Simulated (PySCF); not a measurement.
**Ho: excitation energy**

Ho [Xe] 4f11 6s2 (high-spin determinant) → Ho [Xe] 4f11 5d1 6s1 (high-spin determinant), as a difference of total energies. Computed with PySCF 2.14 in ANO-RCC-VTZP (8s7p5d3f2g1h, 104 functions), with the spin-free X2C one-electron Hamiltonian (Gaussian nucleus). Correlated levels: valence: [Kr] 4d10 frozen; valence and next inner shell: [Ar] 3d10 frozen. The calculations carry no spin-orbit coupling.

```tsv
method	excitation energy (eV)
UHF	2.294
LDA	2.424
PBE	2.299
PBE0	2.292
r2SCAN	1.987
MP2 (valence)	2.599
SCS-MP2 (valence)	2.794
MP2 (valence and next inner shell)	2.626
SCS-MP2 (valence and next inner shell)	2.811
```

Task: How much does correlation contribute at MP2 (valence and next inner shell)?

Result: 2.626 − (2.294) = 0.332 eV, measured against UHF.

A first-order spin-orbit estimate (lowest level to lowest level, LS coupling) adds 0.091 eV.

In the upper state the promoted electron has a positive orbital energy at PBE, r2SCAN, so the basis confines it.

The determinant of the upper state and of the lower state mixes LS terms, which raises its energy above the lowest term, most at the Hartree-Fock and MP2 levels.
